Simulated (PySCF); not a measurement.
SMILES [OH][Al]([OH])[OH] (H₃AlO₃), PBE0/def2-SVP optimised geometry.

```
7

Al    -0.21    -0.40     0.00
O     -1.06    -1.87     0.00
H     -2.01    -1.93     0.00
O     -1.06     1.07     0.00
H     -0.63     1.93     0.00
O      1.48    -0.40     0.00
H      2.01    -1.20     0.00
```

Density from PBE0/def2-TZVP (PySCF) at that geometry.

Minimum of the electron density along straight lines between bonded atoms, close to the bond critical point (lines longer than 1.1 times the sum of covalent radii, or with two minima, are not listed):

```csv
bond,length / Å,ρ at the minimum / e bohr⁻³,∇²ρ there / e bohr⁻⁵,position (fraction from the first atom)
Al1–O2,1.696,0.111,0.80,0.43
O2–H3,0.958,0.358,-2.45,0.81
Al1–O4,1.696,0.111,0.80,0.43
O4–H5,0.958,0.358,-2.45,0.81
Al1–O6,1.696,0.111,0.80,0.43
O6–H7,0.958,0.358,-2.45,0.81
```
